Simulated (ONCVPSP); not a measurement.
# u(r) = r·R(r): atom against pseudo-atom (Zn)

Columns: radius, all-electron u(r) and pseudo u(r) of the 3p shell (level -83.40 eV) of zinc in the configuration [Ne] 3s2 3p6 3d10 4s2; PBE, scalar-relativistic, ONCV scheme, ONCVPSP 4.0.1.

```
r (bohr)  all-electron  pseudo
   0.065       -0.4780  0.0416
   0.130       -0.6649  0.1599
   0.195       -0.3863  0.3380
   0.260        0.0777  0.5510
   0.325        0.5284  0.7699
   0.390        0.8795  0.9674
   0.455        1.1116  1.1216
   0.520        1.2364  1.2200
   0.585        1.2765  1.2596
   0.650        1.2568  1.2473
   0.715        1.1978  1.1945
   0.780        1.1154  1.1147
   0.845        1.0212  1.0209
   0.910        0.9229  0.9227
   0.975        0.8260  0.8258
   1.040        0.7335  0.7333
   1.105        0.6474  0.6473
   1.170        0.5686  0.5685
   1.235        0.4974  0.4973
   1.300        0.4336  0.4335
   1.365        0.3770  0.3769
   1.430        0.3270  0.3269
   1.495        0.2832  0.2831
   1.560        0.2447  0.2447
   1.625        0.2113  0.2112
   1.690        0.1821  0.1820
```

(1) How many radial nodes do the two functions have?

(2) At about which radius was the pseudo-wave matched?

(3) Is the pseudo-wave norm-conserving?

Answers

(1) The all-electron 3p function has n − l − 1 = 1; the pseudo-wave has 0, since the states of the same l below it are removed with the core.

(2) 0.95 bohr. The columns agree to 0.0005 from 0.84 bohr on; several derivatives are matched, so the curves merge somewhat inside the radius.

(3) Yes: the ONCV scheme keeps the norm inside the radius equal to the all-electron one, which fixes the energy derivative of the logarithmic derivative at the level.
